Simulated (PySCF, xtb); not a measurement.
CdCl, SMILES [Cd+][Cl], charge +1.

GFN2-xTB run with xtb at its own geometry gives an orbital gap of 2.15 eV.

Coordinates come from a B3LYP-D3(BJ)/def2-TZVPD optimisation. The multiplicity is an assumed one; other spin states were not compared. The def2 effective core potentials stand for the cores of Cd; spin–orbit coupling is left out.

What does CAM-B3LYP/def2-TZVPD in PySCF give? (The exact figures need the calculation; the answer reports its results.)

gap 5.78 eV (levels -15.81 and -10.03 eV).
